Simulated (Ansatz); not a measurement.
```yaml
crystal:
  periodic: [false, false, false]
  atoms:
    - {symbol: Al, position_ang: [0.007754, 2.010045, -0.314811]}
    - {symbol: N, position_ang: [-0.198138, 0.297492, -0.006701]}
    - {symbol: C, position_ang: [-0.289868, -0.914964, 0.199255]}
    - {symbol: Se, position_ang: [1.202677, -2.132366, 0.052489]}
    - {symbol: H, position_ang: [-0.221089, 2.512435, -1.793993]}
    - {symbol: H, position_ang: [0.384162, 2.927087, 0.914042]}
    - {symbol: H, position_ang: [-1.214117, -1.432894, 0.484663]}
    - {symbol: H, position_ang: [0.420820, -3.323936, 0.409255]}
basis:
  gaussian: {orbitals: "6-31G*"}
total_charge: 1
magnetization: {spin_polarized: true, initial_magnetization: 7}
hamiltonian: {xc: {name: B97M-V}}
output: {forces: true}
```

```sh
$ ansatz run in.yaml --threads 2 --pin off --events-out ev --progress --plain --max-ram 4352MiB
```

Shortened log:

```
Functional definition: B97M-V
1095 factors; their error is unknown
mean field evaluation 1: about -74461.7157 eV, gradient 7.0e1 eV
mean field evaluation 2: about -74212.9495 eV, gradient 1.5e2 eV
mean field evaluation 4: about -74430.4795 eV, gradient 6.5e1 eV
mean field evaluation 8: about -74489.1428 eV, gradient 1.7e1 eV
mean field evaluation 16: about -74491.2835 eV, gradient 5.3e-1 eV
mean field evaluation 32: about -74491.2531 eV, gradient 2.7e-6 eV
mean field -74491.25314307 eV, -2737.5030610231 hartree, gradient 2.7e-6 eV, S^2 15.762008; 8 other end points of the search recorded, 0 dependent functions left out
reference -74491.25321857 eV, -2737.5030637974 hartree; 35, 28 occupied and 57, 64 virtual orbitals, 1095 factors
Total energy: -74491.25321857 eV, -2737.5030637974 hartree
Atom 0 at     0.007754     2.010045    -0.314811 Å, force     0.142600     1.413977    -0.229036 eV/Å
Atom 1 at    -0.198138     0.297492    -0.006701 Å, force     0.777359     5.979289    -0.925551 eV/Å
Atom 2 at    -0.289868    -0.914964     0.199255 Å, force    -3.169013    -7.524683     2.072802 eV/Å
Atom 3 at     1.202677    -2.132366     0.052489 Å, force     5.518016     1.489730    -1.837654 eV/Å
Atom 4 at    -0.221089     2.512435    -1.793993 Å, force    -0.092010     0.711907    -0.873423 eV/Å
Atom 5 at     0.384162     2.927087     0.914042 Å, force     0.270902     0.925729     0.572083 eV/Å
Atom 6 at    -1.214117    -1.432894     0.484663 Å, force    -0.669529    -0.410152    -0.160227 eV/Å
Atom 7 at     0.420820    -3.323936     0.409255 Å, force    -2.778325    -2.585797     1.381007 eV/Å
Dipole moment:    -0.219686     0.350121     0.024151 e Å
```

(1) What is wrong with this run?

## Answers

(1) The spin is set far too high for this molecule. The run converged. The result belongs to that input, not to the molecule as meant.
